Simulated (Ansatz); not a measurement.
CH5AlSSi (`[SH][Al]1[CH2][SiH2]1`) at its PBE0-D4/def2-TZVP geometry, where that method's forces vanish. Charge 0, multiplicity 1.

| atom | x (Å) | y (Å) | z (Å) |
| --- | --- | --- | --- |
| S1 | -0.822 | 2.458 | -1.801 |
| Al2 | -0.259 | 0.709 | -0.642 |
| C3 | 0.127 | 0.197 | 1.193 |
| Si4 | 0.367 | -1.393 | 0.116 |
| H5 | -0.909 | 1.762 | -2.949 |
| H6 | 0.960 | 0.523 | 1.815 |
| H7 | -0.777 | 0.133 | 1.810 |
| H8 | 1.791 | -1.815 | 0.006 |
| H9 | -0.477 | -2.572 | 0.452 |

Task: For each bond, give half the difference of the two atoms' forces along it (eV/Å; positive pushes the atoms apart) under PBE-D4, r2SCAN-D4, B3LYP-D4, ωB97M-V in def2-TZVPP. (An estimate is asked.)

Result: Ansatz gave: 
| bond | length (Å) | PBE-D4 | r2SCAN-D4 | B3LYP-D4 | ωB97M-V |
| --- | --- | --- | --- | --- | --- |
| S1–Al2 | 2.173 | 0.10 | 0.04 | 0.08 | 0.04 |
| S1–H5 | 1.345 | 0.25 | 0.00 | -0.02 | -0.10 |
| Al2–C3 | 1.943 | 0.03 | -0.03 | 0.03 | -0.04 |
| Al2–Si4 | 2.321 | 0.02 | 0.01 | 0.06 | 0.00 |
| C3–Si4 | 1.935 | 0.09 | 0.05 | 0.16 | 0.04 |
| C3–H6 | 1.090 | 0.09 | -0.01 | -0.07 | -0.05 |
| C3–H7 | 1.096 | 0.10 | 0.00 | -0.08 | -0.04 |
| Si4–H8 | 1.488 | 0.07 | -0.02 | -0.10 | -0.11 |
| Si4–H9 | 1.488 | 0.06 | -0.02 | -0.10 | -0.11 |

B3LYP here is the variant with VWN-RPA as its local correlation; programs differ in this.
